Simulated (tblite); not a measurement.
Compound: C₆H₁₂N₂.
SMILES with atom numbers: `[CH3:1]/[CH:2]=[N:3]/[N:4]=[C:5](/[CH3:6])[CH2:7][CH3:8]` (hydrogens: H9, H10, H11 on C1; H12 on C2; H13, H14, H15 on C6; H16, H17 on C7; H18, H19, H20 on C8)

Computed with GFN2-xTB (tblite), gas phase: L-BFGS steps from a force-field or distance-geometry start until the largest atomic force falls under 0.01 eV/Å.

At the end of the run (lengths in Å): N3–N4 1.298, N4=C5 1.265, C6–H15 1.086, C5–C7 1.509, C7–H16 1.093, C8–H19 1.088, C8–H18 1.088, N3–N4–C5 129.7°, C2–N3–N4 127.6°, C6–C5–C7 117.9°, C1–C2–N3 120.4°, C1–C2–N3–N4 -171°, C2–N3–N4–C5 -97°, N3–N4–C5–C6 -172°, H18–C8–C7–C5 56°, H16–C7–C8–H18 177°.

**Question.** These geometries were met on the way; a selection of coordinates is given. Order them by energy above the end point, lowest first.
A. N3–N4 1.300, N4=C5 1.261, C6–H15 1.088, C5–C7 1.502, C7–H16 1.091, C8–H19 1.086, C8–H18 1.087, N3–N4–C5 130.4°, C2–N3–N4 124.8°, C6–C5–C7 116.8°, C1–C2–N3 119.6°, C1–C2–N3–N4 -170°, C2–N3–N4–C5 -98°, N3–N4–C5–C6 -176°, H18–C8–C7–C5 74°, H16–C7–C8–H18 -167°
B. N3–N4 1.340, N4=C5 1.269, C6–H15 1.086, C5–C7 1.511, C7–H16 1.096, C8–H19 1.088, C8–H18 1.089, N3–N4–C5 122.0°, C2–N3–N4 121.8°, C6–C5–C7 115.9°, C1–C2–N3 119.7°, C1–C2–N3–N4 178°, C2–N3–N4–C5 -126°, N3–N4–C5–C6 -179°, H18–C8–C7–C5 95°, H16–C7–C8–H18 -147°
C. N3–N4 1.316, N4=C5 1.264, C6–H15 1.088, C5–C7 1.512, C7–H16 1.094, C8–H19 1.090, C8–H18 1.087, N3–N4–C5 125.5°, C2–N3–N4 122.1°, C6–C5–C7 114.8°, C1–C2–N3 120.9°, C1–C2–N3–N4 -173°, C2–N3–N4–C5 -108°, N3–N4–C5–C6 -175°, H18–C8–C7–C5 82°, H16–C7–C8–H18 -162°
D. N3–N4 1.418, N4=C5 1.317, C6–H15 1.132, C5–C7 1.469, C7–H16 1.131, C8–H19 1.124, C8–H18 1.121, N3–N4–C5 113.1°, C2–N3–N4 114.9°, C6–C5–C7 122.9°, C1–C2–N3 116.1°, C1–C2–N3–N4 180°, C2–N3–N4–C5 -148°, N3–N4–C5–C6 180°, H18–C8–C7–C5 111°, H16–C7–C8–H18 -132°
E. N3–N4 1.372, N4=C5 1.275, C6–H15 1.089, C5–C7 1.510, C7–H16 1.078, C8–H19 1.084, C8–H18 1.088, N3–N4–C5 115.7°, C2–N3–N4 118.0°, C6–C5–C7 121.0°, C1–C2–N3 119.2°, C1–C2–N3–N4 179°, C2–N3–N4–C5 -148°, N3–N4–C5–C6 180°, H18–C8–C7–C5 108°, H16–C7–C8–H18 -134°

**Answer.** A (0.111 eV), C (0.183 eV), B (0.315 eV), E (0.526 eV), D (0.849 eV).

```tsv
step	E above end (eV)	rms distance from the end, all atoms (Å)	largest force (eV/Å)	rms shift of all bonds from the end (Å)
33	0.111	0.423	0.260	0.003
28	0.183	0.464	0.395	0.006
18	0.315	0.567	0.312	0.011
2	0.526	0.641	0.522	0.019
0	0.849	0.648	3.263	0.039
```

Rows stand in the order of the answer.
